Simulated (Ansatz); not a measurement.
Program: Ansatz. Geometries: PBE0-D4/def2-TZVP. ΔE: electronic, gas phase. CCSD(T)/CBS adds triple-zeta CCSD(T) − MP2 to the extrapolated MP2 energy (def2 sets, frozen cores). This one scheme is used for every species. Functionals use def2-TZVPP. B3LYP here is the variant with VWN-RPA as its local correlation; programs differ in this. One conformer a species, not always the lowest.

Consider the ligand exchange at a B–C bond: `C#CB(C)C` + `N[SiH3]` → `CB(C)N[SiH3]` + `C#C`.

`C#CB(C)C`:

Cartesian coordinates in Å:
```
C 0.586 1.115 -2.351
C 0.320 0.609 -1.287
B -0.016 -0.028 0.058
C 1.130 -0.688 0.894
C -1.495 -0.005 0.566
H 0.820 1.562 -3.290
H 0.772 -1.443 1.598
H 1.569 0.118 1.502
H 1.946 -1.093 0.294
H -1.972 -0.913 0.166
H -2.083 0.837 0.196
H -1.577 -0.071 1.653
```

`N[SiH3]`:

```xyz
7

N    -0.653   -0.470    0.700
Si    0.342    0.382   -0.415
H    -0.284   -0.729    1.601
H    -1.290   -1.174    0.362
H     0.959    1.525    0.306
H     1.451   -0.404   -1.034
H    -0.525    0.870   -1.519
```

`CB(C)N[SiH3]`:

Cartesian coordinates in Å:
```
C 0.644 1.867 -0.812
B 0.151 0.553 -0.096
C -0.273 0.594 1.423
N 0.083 -0.663 -0.816
Si -0.418 -2.220 -0.224
H -0.051 2.696 -0.642
H 0.790 1.765 -1.891
H 1.598 2.190 -0.380
H 0.448 1.159 2.020
H -0.408 -0.381 1.900
H -1.224 1.131 1.518
H 0.347 -0.626 -1.790
H -0.334 -3.168 -1.365
H 0.461 -2.702 0.873
H -1.815 -2.193 0.283
```

`C#C`:

```xyz
4

C    -0.307    0.215   -0.467
C     0.307   -0.215    0.467
H    -0.853    0.597   -1.297
H     0.853   -0.597    1.297
```

CCSD(T)/CBS gives -0.76 eV.

**Question.** Another level gave -0.73 eV. Which?
A. LC-ωPBE/def2-TZVPP
B. CCSD(T)/def2-TZVPP
C. revPBE/def2-TZVPP
D. B3LYP/def2-TZVPP

**Answer.** A. LC-ωPBE -0.73, B3LYP -0.65, CCSD(T)/def2-TZVPP -0.78, revPBE -0.58 eV.

Largest T1 diagnostic among the species: 0.013.

In def2-TZVPP, CCSD(T) changes the Hartree–Fock value by −0.11 eV (the triples alone add −0.01 eV) and MP2 by −0.09 eV. From BLYP to BHLYP (50 % exact exchange), in def2-TZVPP and without D4, ΔE moves by −0.07 eV. At CCSD(T), def2-SVP lies −0.15 eV from the extrapolated value and def2-TZVPP −0.02 eV.
